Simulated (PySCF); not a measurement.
**InF3: BP86 against PBE0**

Base calculation in PySCF with density fitting and no spin–orbit coupling, BP86/def2-TZVP (scalar-relativistic core potentials): singlet, D3h, In–F 1.944 Å (×3); wavenumbers 119 (×2), 139, 562, 599 (×2) cm⁻¹; gap between the highest occupied and lowest empty levels 4.63 eV, polar-tensor charge of In 1.80 e, atomisation energy (no zero-point energy) 1242 kJ/mol.

What changes on going to PBE0/def2-TZVP (scalar-relativistic core potentials)?

The point group stays the same. Changes: mean bond to In -0.025 Å, highest wavenumber +38 cm⁻¹, lowest wavenumber +6 cm⁻¹, gap between the highest occupied and lowest empty levels +3.10 eV, polar-tensor charge of In +0.16 e, atomisation energy (no zero-point energy) -65 kJ/mol. The new structure has In–F 1.919 Å (×3), with wavenumbers 125 (×2), 146, 603, 637 (×2) cm⁻¹.

The structures come from searches over a few start shapes, so lower isomers are not excluded.
